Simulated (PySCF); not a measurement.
C₆H₄O, SMILES C#Cc1ccoc1.

Geometry: PBE0-D3(BJ)/def2-SVP.

The numbers are results of PySCF with TDA-PBE/def2-SVPD, not measurements.

Vertical excitations. The molecule is in vacuum. State labels are in the subgroup Cs.

```
state  symmetry  energy (eV)  λ (nm)      f                                                                  main pairs
-----  --------  -----------  ------  -----  --------------------------------------------------------------------------
S1           A'         5.29     234  0.000                                          HOMO−1→LUMO 53 %, HOMO→LUMO+1 46 %
S2           A"         5.42     229  0.000                                                            HOMO−2→LUMO 96 %
S3           A'         5.64     220  0.155                                                              HOMO→LUMO 80 %
S4           A"         5.64     220  0.000                                                            HOMO→LUMO+2 96 %
S5           A"         6.01     206  0.003                                                           HOMO→LUMO+3 100 %
S6           A'         6.11     203  0.228  HOMO→LUMO+1 31 %, HOMO−1→LUMO 31 %, HOMO−1→LUMO+1 20 %, HOMO−2→LUMO+2 12 %
S7           A"         6.30     197  0.000                                                          HOMO−2→LUMO+1 95 %
S8           A"         6.47     192  0.000                                                          HOMO−1→LUMO+2 95 %
S9           A"         6.57     189  0.001                                                           HOMO→LUMO+4 100 %
S10          A"         6.86     181  0.000                                                          HOMO−1→LUMO+3 99 %
T1           A'         3.64     341      0                                                              HOMO→LUMO 98 %
T2           A'         4.60     270      0                                          HOMO→LUMO+1 53 %, HOMO−1→LUMO 41 %
T3           A'         4.97     250      0                                          HOMO−1→LUMO 57 %, HOMO→LUMO+1 37 %
T4           A"         5.08     244      0                                          HOMO−2→LUMO 68 %, HOMO→LUMO+2 25 %
```
Triplets are in the Tamm–Dancoff approximation.
